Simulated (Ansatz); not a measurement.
Geometry optimisation, RKS B3LYP-D4/def2-SVP (Ansatz 0.2.0).

The input (input.yaml):

```yaml
crystal:
  periodic: [false, false, false]
  atoms:
    - { symbol: W, position_ang: [-0.301393, -0.128372, -0.121279] }
    - { symbol: H, position_ang: [-0.061049, 0.325796, 1.509344] }
    - { symbol: H, position_ang: [1.069627, -0.791812, 0.595658] }
    - { symbol: F, position_ang: [-0.780927, 1.668345, -0.292579] }
    - { symbol: F, position_ang: [-2.017117, -0.483041, 0.523173] }
    - { symbol: F, position_ang: [-0.46462, -1.881894, -0.750379] }
    - { symbol: F, position_ang: [0.8448, 0.219979, -1.550435] }
    - { symbol: O, position_ang: [1.904954, 1.731701, 1.090127] }
    - { symbol: H, position_ang: [2.723969, 1.229123, 1.21228] }
    - { symbol: H, position_ang: [1.358257, 1.486375, 1.872491] }
basis:
  gaussian: { orbitals: def2-SVP }
hamiltonian:
  xc: b3lyp
  dispersion: d4
relax:
  f_tol: 0.03
  max_steps: 50
```

Command:

```bash
$ ansatz run input.yaml --threads 4 --pin off --max-ram 5120MiB --backend cpu --events-out ev --progress --plain --runs-dir out
```

Q: Where does it end, and by what steps?

A: It converged. After 25 steps the energy has fallen by 0.460 eV; H9 moved furthest, 1.29 Å. Joined: W1–O8.

| step | energy less start (eV) | largest force component (eV/Å) | accepted |
| --- | --- | --- | --- |
| 0 | 0.0000 | 0.620 | yes |
| 1 | 0.0040 | 2.795 | no |
| 2 | -0.0550 | 0.862 | yes |
| 3 | -0.0976 | 1.299 | yes |
| 4 | -0.1556 | 1.376 | yes |
| 5 | -0.2801 | 0.859 | yes |
| 6 | -0.2693 | 0.477 | no |
| 7 | -0.3414 | 0.468 | yes |
| 8 | -0.3512 | 0.699 | yes |
| 9 | -0.3680 | 0.302 | yes |
| 10 | -0.3864 | 0.310 | yes |
| 11 | -0.4036 | 0.097 | yes |
| 12 | -0.4080 | 0.130 | yes |
| 13 | -0.4032 | 0.983 | no |
| 14 | -0.4210 | 0.090 | yes |
| 15 | -0.4327 | 0.212 | yes |
| 16 | -0.4374 | 0.177 | yes |
| 17 | -0.4221 | 1.068 | no |
| 18 | -0.4466 | 0.104 | yes |
| 19 | -0.4486 | 0.344 | yes |
| 20 | -0.4489 | 0.517 | yes |
| 21 | -0.4428 | 0.330 | no |
| 22 | -0.4576 | 0.176 | yes |
| 23 | -0.4577 | 0.052 | yes |
| 24 | -0.4586 | 0.072 | yes |
| 25 | -0.4597 | 0.022 | yes |

```xyz
10
Properties=species:S:1:pos:R:3
W -0.152 -0.021 0.090
H -0.368 0.135 1.754
H 1.023 -0.843 0.992
F -0.607 1.757 -0.329
F -1.992 -0.322 0.306
F -0.246 -1.722 -0.671
F 1.296 0.254 -1.130
O 1.391 1.438 1.081
H 1.930 1.733 0.324
H 2.001 0.967 1.670
```

Time of the run: 69 s on 4 threads of Arm Neoverse V1, on a shared host, peak memory 0.31 GiB.
